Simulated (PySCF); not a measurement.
Potential energy curve for SMILES [SnH4]. The Sn1–H5 bond (Sn1 also carries H, H, H; H5 carries nothing else) is pulled apart rigidly from the PBE0/def2-TZVP, def2 effective core potentials past Kr optimised geometry.

Method: CCSD(T) on UHF/def2-SVP, 4 core orbitals frozen, def2 effective core potentials past Kr (PySCF).

Q: Relative to R = 1.70 Å, what are the energies at R = 2.00, 2.30, 4.21, 6.00 Å?

A: 9.4 kcal/mol at 2.00 Å, 27.2 kcal/mol at 2.30 Å, 76.0 kcal/mol at 4.21 Å, 76.3 kcal/mol at 6.00 Å.

The unrestricted determinant behind UCCSD(T) is spin-contaminated at 2.57 to 6.00 Å (<S²> up to 1.0, against 0.00 for a pure singlet).
